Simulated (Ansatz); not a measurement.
Coupled-cluster diagnostics for CdI2, Ansatz.

Geometry of the singlet (PBE0-D4/def2-TZVP):

```tsv
atom	x (Å)	y (Å)	z (Å)
Cd1	-0.003	0.002	0.002
I2	-0.944	0.781	-2.280
I3	0.947	-0.784	2.277
```

In the def2 sets Cd, I take a core potential; there is no spin–orbit coupling. Correlated methods freeze 8 core orbitals; core or outer-core shells of Cd, I are correlated, in sets that lack core-valence functions.

(1) Estimate the CCSD(T) correlation energy, the shares of MP2 and (T), T1 and the reference's ⟨S²⟩ for: charge 0, singlet, own geometry in def2-TZVPP; and the rough time on 4 threads of Intel Xeon on a shared host.

Results:

(1) 
```
                          state       basis  correlation (eV)  MP2 share (%)  (T) share (%)     T1  ⟨S²⟩ (pure)  wall time
charge 0, singlet, own geometry  def2-TZVPP           -44.436          103.2            2.4  0.011  0.00 (0.00)       43 s
```
Customary marks for T1 are 0.02 (closed shells), 0.045 (open shells) and about 0.05 (3d metals). T1 stays under 0.02 throughout.
